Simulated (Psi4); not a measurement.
Intermolecular potential of H2 ··· H6B3N3 (SMILES [H][H] and B1NBNBN1). Monomers: optimised at B3LYP-D3(BJ) (def2-TZVP), held rigid. Orientation: lowest of the rigid-body minima from ten starts at GFN2-xTB. R is the distance of the centres of mass, along which the second monomer moves.

- SCS-MP2/aug-cc-pVDZ = DF-SCS-MP2/aug-cc-pVDZ, frozen core, counterpoise-corrected (Psi4)
- SAPT0/jun-cc-pVDZ, frozen core (Psi4)

Interaction energies in kcal/mol:

```tsv
R / Å	SCS-MP2/aug-cc-pVDZ
2.54	2.50
2.74	0.97
2.93	0.22
3.13	-0.16
3.31	-0.30
3.55	-0.35
3.86	-0.30
4.12	-0.24
4.64	-0.15
5.31	-0.08
6.30	-0.03
7.60	-0.01
```

Problem. Predict the corresponding SAPT0/jun-cc-pVDZ column.

Solution. 2.54: 1.83; 2.74: 0.59; 2.93: 0.00; 3.13: -0.28; 3.31: -0.37; 3.55: -0.37; 3.86: -0.31; 4.12: -0.25; 4.64: -0.15; 5.31: -0.07; 6.30: -0.03; 7.60: -0.01 (kcal/mol).
